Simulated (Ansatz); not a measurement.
Ansatz (an electronic-structure program) input (MP2/6-31G*):

Ansatz 0.2 input:
```yaml
crystal:
  periodic: [false, false, false]
  atoms:
    - {symbol: C, position_ang: [-0.39558600, 1.04640100, -0.09293000]}
    - {symbol: C, position_ang: [-1.18815400, -0.22778100, 0.08963300]}
    - {symbol: C, position_ang: [0.35181300, -0.04602400, -0.01412700]}
    - {symbol: O, position_ang: [1.41250100, -0.69974200, -0.00038100]}
    - {symbol: H, position_ang: [-0.51136400, 2.11496200, -0.20352400]}
    - {symbol: H, position_ang: [-1.74776200, -0.67517200, -0.74820000]}
    - {symbol: H, position_ang: [-1.64931400, -0.47743000, 1.05931900]}
basis:
  gaussian:
    orbitals: 6-31G*
total_charge: -1
magnetization: {spin_polarized: false}
correlation: {method: mp2, electrons: outside_noble_gas}
relax: {f_tol: 0.003, max_steps: 120}
```

From the output:

```
726 factors; integrals over basis functions are off by at most 3.5e-4 eV
mean field: 0.12 GiB planned
mean field evaluation 64: about -5172.7170 eV, gradient 3.0e-2 eV
mean field -5172.71670852 eV, -190.0938328449 hartree, gradient 4.2e-6 eV, S^2 0.000000; 0 other end points of the search recorded, 0 dependent functions left out
4 core orbitals not correlated
reference -5172.71670852 eV, -190.0938328449 hartree; 11, 11 occupied and 51, 51 virtual orbitals, 726 factors
densities: 0.10 GiB planned
second order -15.53624749 eV of doubles, -0.00000000 eV of singles
the calculation of the forces begins
relax step   7: F+E_penalty+E_count = -5188.25295602 eV  Δ(F+E_penalty+E_count) = -1.806e-7 eV  max|allowed force component| = 8.176e-4 eV/Å  Δτ_max = 0.0001 Å  (27 SCF iters, accepted)
these checks for a lower state are left out or cut short: cluster_reference
integrals: 0.02 GiB planned
726 factors; integrals over basis functions are off by at most 3.5e-4 eV
mean field: 0.12 GiB planned
mean field -5172.71670852 eV, -190.0938328449 hartree, gradient 4.2e-6 eV, S^2 0.000000; 1 other end points of the search recorded, 0 dependent functions left out
4 core orbitals not correlated
reference -5172.71670852 eV, -190.0938328449 hartree; 11, 11 occupied and 51, 51 virtual orbitals, 726 factors
densities: 0.10 GiB planned
second order -15.53624749 eV of doubles, -0.00000000 eV of singles
the calculation of the forces begins
Total energy: -5188.25295602 eV, -190.6647794094 hartree
Atom 0 at    -0.398608     1.046272    -0.092751 Å, force     0.000306    -0.000818     0.000073 eV/Å
Atom 1 at    -1.185736    -0.225144     0.089213 Å, force    -0.000047    -0.000089     0.000012 eV/Å
Atom 2 at     0.357872    -0.051303    -0.013879 Å, force    -0.000444     0.000573    -0.000038 eV/Å
Atom 3 at     1.434290    -0.707195    -0.000753 Å, force     0.000196    -0.000084    -0.000002 eV/Å
Atom 4 at    -0.520808     2.118254    -0.203370 Å, force     0.000014     0.000385    -0.000043 eV/Å
Atom 5 at    -1.756529    -0.671440    -0.745657 Å, force    -0.000008     0.000025     0.000079 eV/Å
Atom 6 at    -1.658347    -0.474231     1.056987 Å, force    -0.000017     0.000008    -0.000082 eV/Å
Dipole moment:    -0.370144     0.206036    -0.002380 e Å
Checks for a lower state left out: cluster_reference
```

The dipole moment of an ion depends on the origin.

The geometry given is a B3LYP-D3(BJ)/def2-TZVP minimum.
